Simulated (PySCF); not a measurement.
PySCF job for 2,3-dihydro-1,4-oxaselenine (C₄H₆OSe), SMILES C1=C[Se]CCO1, B3LYP/pcSseg-1. Geometry: B3LYP-D3(BJ)/def2-SVP. Other conformers were not sampled.

```python
import numpy as np
from pyscf import gto, scf, dft
from pyscf.prop.nmr import rks as nmr

mol = gto.M(
    atom='''
    C     1.26744897   -1.39538240   -0.13115389
    C     1.41138639   -0.08900116    0.14021350
    Se   -0.01824672    1.16819766    0.26210706
    C    -1.40213397   -0.22955088    0.16824472
    C    -1.00883205   -1.30897075   -0.83286709
    O     0.12684845   -2.06353175   -0.43899947
    H     2.12399028   -2.07510259   -0.10360751
    H     2.40303370    0.30407216    0.36779491
    H    -2.33423195    0.26228833   -0.14360377
    H    -1.54401795   -0.66330019    1.16832505
    H    -0.82878117   -0.85599152   -1.82393075
    H    -1.82160825   -2.04500141   -0.93124536
    ''',
    basis='pcSseg-1',
    charge=0,
    spin=0,
    max_memory=1600,
    verbose=3,
)
mf = dft.RKS(mol, xc='b3lyp')
mf.grids.level = 3
mf.conv_tol = 1e-10
mf.max_cycle = 100
mf.kernel()
n = nmr.NMR(mf)
n.verbose = 2
n.max_cycle_cphf = 60
sigma = n.kernel()
print('atom   isotropic/ppm   span/ppm')
for i, s in enumerate(sigma):
    w = np.linalg.eigvalsh((s + s.T) / 2)
    print(f'{mol.atom_symbol(i):2s}{i + 1:3d} {w.mean():14.3f} {w[2] - w[0]:11.3f}')
```

Output:

```
converged SCF energy = -2632.54057909318
atom   isotropic/ppm   span/ppm
C   1         28.614     183.721
C   2         78.108     168.595
Se  3       1502.022     805.348
C   4        150.448      19.076
C   5        111.125      49.745
O   6        213.698     213.904
H   7         24.697       6.774
H   8         26.659       8.048
H   9         29.223      12.506
H  10         28.276      13.282
H  11         27.442       9.207
H  12         27.074       9.789
```

Self-consistency was reached.

Cost: around 70 core-seconds (rough).
